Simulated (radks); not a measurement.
Problem. Spherical quantum dot in the effective-mass picture: electrons in a parabolic well V = omega^2 r^2 / 2 with omega = 0.169, all in effective atomic units (hartree* = m*/eps^2 hartree, bohr* = eps/m* bohr), one dielectric constant everywhere. Calculated with a radial shooting solver with Libxc functionals: non-relativistic Kohn-Sham, exchange-only LDA, spin-polarised, spherical densities. Levels are named by radial order and angular momentum (1s, 1p, 1d, 2s, ...), and open shells are averaged over m. At N = 1 the configuration is 1s(up 1, down 0). Does electron 2 go into 1p up or 1s down?

Solution. Into 1s down. The total energies of the other choices lie higher by 0.0698 hartree* (1p up).
